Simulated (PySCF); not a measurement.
Point groups of optimised structures. Level of theory: PySCF 2.14.0, PBE0-D3(BJ)/def2-SVP geometry optimisation, gas phase. The symmetry is that of the one conformer found, every atom within 0.08 Å of its image; none is proved a minimum here.

Question: Point group, rotor type and polarity of `[CH2:1]=[CH:2][CH2:3][SiH2:4][CH3:5]` with C1–C2–C3–Si4 103°, C2–C3–Si4–C5 -61°?

Answer: C1; asymmetric top; symmetry number 1; this conformer is chiral (no improper operation); dipole 0.38 D; A, B, C = 6100, 2366, 1894 MHz.

Question: Point group, rotor type and polarity of `[CH3:1][O:2][c:3]1[n:4][cH:5][p:6][cH:7][c:8]1[CH:9]=[O:10]` with C1–O2–C3–N4 0°, C7–C8–C9–O10 0°, H–C1–O2–C3 60° (nearest H)?

Answer: Cs; asymmetric top; symmetry number 1; 2 operations, which sort the 16 atoms into 15 sets; dipole 3.38 D, in the ab plane, which is the mirror; A, B, C = 1343, 1169, 627.7 MHz.

Question: Point group, rotor type and polarity of `[SiH3:1][CH:2]1[CH2:3][CH2:4]1`?

Answer: Cs; near-prolate asymmetric top; symmetry number 1; 2 operations, which sort the 12 atoms into 8 sets; dipole 0.93 D, in the ac plane, which is the mirror; heavy atoms equivalent by symmetry: C3/C4.
